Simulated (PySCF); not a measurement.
Correlation energy of Zn²⁺ (zinc, charge +2)

[Ar] 3d9 4p1, one real determinant (an excited configuration). Calculation: PySCF 2.14, in x2c-TZVPPall with one added diffuse shell each of s, p, d, f type (7s6p5d3f1g, 80 functions); the spin-free X2C one-electron Hamiltonian (Gaussian nucleus). Frozen: [Ar]; 10 electrons correlated.

MP2 pair energies summed by pair of shells (mhartree):

| pair | energy | share (%) |
| --- | --- | --- |
| 3d-3d | -313.45 | 94.3 |
| 3d-4p | -19.10 | 5.7 |

Total MP2 correlation energy: -332.55 mhartree.

Same-spin part -124.50 and opposite-spin part -208.05 mhartree; SCS-MP2 scales them by 1/3 and 6/5 to -291.16 mhartree.

The reference is one real determinant that mixes LS terms of this configuration.
